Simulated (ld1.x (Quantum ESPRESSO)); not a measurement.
## What the settings do to the TM semilocal potential of cadmium

Base potential:

Cd (Z = 48), norm-conserving Troullier–Martins (semilocal form), made with ld1.x (Quantum ESPRESSO) 7.5 (PBEsol, scalar-relativistic). Core [Ar] 3d10, reference 4s2 4p6 4d10 5s1.5 5p0 (charge +0.5). Waves: 4s (bound): rc 0.85 bohr; 4p (bound): rc 1.05 bohr; 4d (bound): rc 1.80 bohr. Local part: the d channel. Core correction: Bessel-smoothed model core inside 0.85 bohr.

Occupied shells without a wave of their own: 5s. They enter only through the test configuration that unscreens the potential, and ld1.x also counts them in the model core charge.

All-electron outer shells of the reference configuration (PBEsol, scalar-relativistic, ld1.x):

```tsv
shell	level (eV)	outermost node (bohr)	outermost maximum (bohr)
3d	-397.86	–	0.27
4s	-110.06	0.43	0.79
4p	-71.15	0.43	0.84
4d	-15.96	0.42	0.98
5s	-9.27	1.06	2.29
5p	-4.06	1.19	3.02
```

Cutoffs, loose and tight: the cutoffs (Ry, on a coarse ladder) from which the occupation-weighted sum of valence levels, in a spherical-Bessel basis at the reference potential, stays within 10 and 1 mRy of its value at 400 Ry. They do not see the model core or the augmentation charge, which bear on the density cutoff. Test errors are all-electron minus pseudo excitation energies from the reference, over the configurations 4s2 4p6 4d10 5s2 5p0; 4s2 4p6 4d10 5s1 5p0; 4s2 4p6 4d10 5s0 5p0; 4s2 4p6 4d9 5s2 5p0; 4s2 4p6 4d9 5s2 5p1; 4s2 4p6 4d10 5s0 5p1; 4s2 4p6 4d9 5s0 5p0. A dash means not determined; rows that change the core or the reference have their own tests.

With those shells counted twice in exchange and correlation these files are broken, and their errors move erratically; no question is asked of them.

In the semilocal form every listed channel keeps its own potential, so the choice of the local channel does not act on these tests. It acts once the file is put into the separable form.

A semilocal file is local in each channel, so a ghost entry of none says nothing of the separable form that plane-wave codes build from it.

| change | outcome | cutoff, loose | cutoff, tight | bound ghosts | largest test error (meV) |
| --- | --- | --- | --- | --- | --- |
| base | generated | 180 Ry | 300 Ry | none | -905 |
| wave 4p (bound): rc 1.05 bohr becomes 4p (bound): rc 0.86 bohr | generated | 200 Ry | 300 Ry | none | -905 |
| functional LDA (PZ) | generated | 180 Ry | 300 Ry | none | -905 |
| type ultrasoft, which also changes the form from semilocal to separable; waves now 4s (bound): rc 0.85 bohr; 5s (bound): rc 0.85 bohr; 4p (bound): rc 1.05 bohr; 5p (bound): rc 1.05 bohr; 4d (bound): rcut 1.55, rcutus 1.80 bohr; 4d channel at -0.8 Ry: rcut 1.55, rcutus 1.80 bohr; local potential all-electron potential smoothed inside 1.40 bohr (lloc = -1); augmentation PSQ, radius 0.60 bohr | failed: find_q: problem finding q | – | – | – | – |
| wave 4s (bound): rc 0.85 bohr becomes 4s (bound): rc 0.94 bohr | generated | 180 Ry | 300 Ry | none | -931 |
| core correction Bessel-smoothed model core inside 0.92 bohr | generated | 180 Ry | 300 Ry | none | -905 |
| core [Kr] 4d10, valence charge 2; reference 5s1.75 5p0.25; waves now 5s (bound): rc 2.55 bohr; 5p (bound): rc 2.75 bohr; local potential the p channel; core correction none | generated | 8 Ry | 21 Ry | none | +147 |
| reference 4s2 4p6 4d10 5s2 5p0 | generated | 180 Ry | 300 Ry | none | -1389 |
| wave 4d (bound): rc 1.80 bohr becomes 4d (bound): rc 1.20 bohr | generated | 180 Ry | 300 Ry | none | -891 |
